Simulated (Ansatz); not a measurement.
Basis-set series for ClFGe₂H₂O, SMILES `[F][Ge@H]1[O][Ge@H]1[Cl]`. Charge 0, multiplicity 1. The structure was optimised at the PBE0-D4/def2-TZVP level.

| functional | basis | functions | energy (Eh) | HOMO (eV) | LUMO (eV) |
| --- | --- | --- | --- | --- | --- |
| PBE0-D4 | def2-TZVPP | 228 | -4789.80839 | -7.50 | -2.12 |
| PBE0-D4 | def2-QZVPP | 422 | -4789.92246 | -7.54 | -2.16 |
| ωB97M-V | def2-TZVPP | 228 | -4790.35430 | -9.53 | -0.28 |
| ωB97M-V | def2-QZVPP | 422 | -4790.46435 | -9.58 | -0.37 |

(1) Give the rows for def2-SVP. (Best estimate.)

Results:

(1) Computed: 
```tsv
functional	basis	functions	energy (Eh)	HOMO (eV)	LUMO (eV)
PBE0-D4	def2-SVP	120	-4788.89855	-7.42	-2.02
ωB97M-V	def2-SVP	120	-4789.44416	-9.42	-0.12
```

Scalar relativity is left out up to krypton.
